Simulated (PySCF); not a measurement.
BF2, SMILES F[B]F, multiplicity 2.

Coordinates come from a B3LYP-D3(BJ)/def2-TZVP optimisation. The isomer is the one that the SMILES or the coordinates give; other isomers of the formula were not compared.

All values below come from PBE0/def2-TZVPD run with PySCF.

The molecule is in vacuum.

The total energy is -224.44675 hartree and the point group comes out as C2v. The α spin, highest occupied and lowest empty level comes out as -7.31 and -0.87 eV and the β spin, highest occupied and lowest empty level is -12.70 and -2.28 eV. The dipole moment is 0.058 e·Å. The quadrupole, principal values (traceless, Buckingham form, about the centre of nuclear charge) is -2.22, -0.36, 2.58 D·Å, the mean static polarisability is 18.4 bohr³ (2.73 Å³) and the polarisability, principal values is 17.3, 18.5, 19.4 bohr³. The ⟨S²⟩ is 0.752 (pure state 0.75).
